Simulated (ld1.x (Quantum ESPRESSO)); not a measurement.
# PBE PAW dataset for Ag, scalar-relativistic all-electron reference.

ld1.x (Quantum ESPRESSO) 7.5 input, shortened:

```
&input
   title='Ag', zed=47., rel=1, dft='PBE', iswitch=3,
   config='[Kr] 4d10 5s1 5p0'
 /
 &inputp
   pseudotype=3, lpaw=.true., tm=.true., lloc=-1, rcloc=1.55,
   nlcc=.true., new_core_ps=.true., rcore=1.55,
   which_augfun='PSQ', rmatch_augfun_nc=.true.
 /
6
5S  1  0   1.00   0.00  2.45  2.65  0.0
5S  1  0   0.00   2.55  2.45  2.65  0.0
5P  2  1   0.00   0.00  2.90  4.00  0.0
5P  2  1   0.00   0.30  2.90  4.00  0.0
4D  3  2  10.00   0.00  1.20  1.50  0.0
4D  3  2   0.00   1.55  1.20  1.50  0.0
 &test
   configts(1)='4d10 5s1 5p0'
 /
```

**Question.** Does the generator finish with these settings?

**Answer.** Yes, a potential is produced and its reference levels are reproduced.

**Question.** Estimate the cutoffs (Ry, on a coarse ladder) from which the occupation-weighted sum of valence levels, in a spherical-Bessel basis at the reference potential, stays within 10 and 1 mRy of its value at 400 Ry.

**Answer.** 50 Ry and 90 Ry.

**Question.** Does the potential have ghost states?

**Answer.** Ghost state, extra bound levels that the all-electron valence spectrum of the same l lacks: s at -101.0 eV. A true bound ghost makes a file unfit for plane-wave use.

**Question.** Is the overlap operator S = 1 + Σ q|β⟩⟨β| positive definite (Bessel basis up to 400 Ry)?

**Answer.** Yes: its lowest eigenvalue is 0.31 (p channel).

**Question.** Which valence shell sets the plane-wave cutoff?

**Answer.** 4d: its level needs 50 Ry to come within 1 mRy, against 6 Ry for 5s.

Its largest configuration-test error is -332 meV (4d8 5s0 5p0). 1 of 7 tests not solved or not reliable. Not counted: 4d9 5s1 5p1 (solver errors, printed error -2.5 eV).
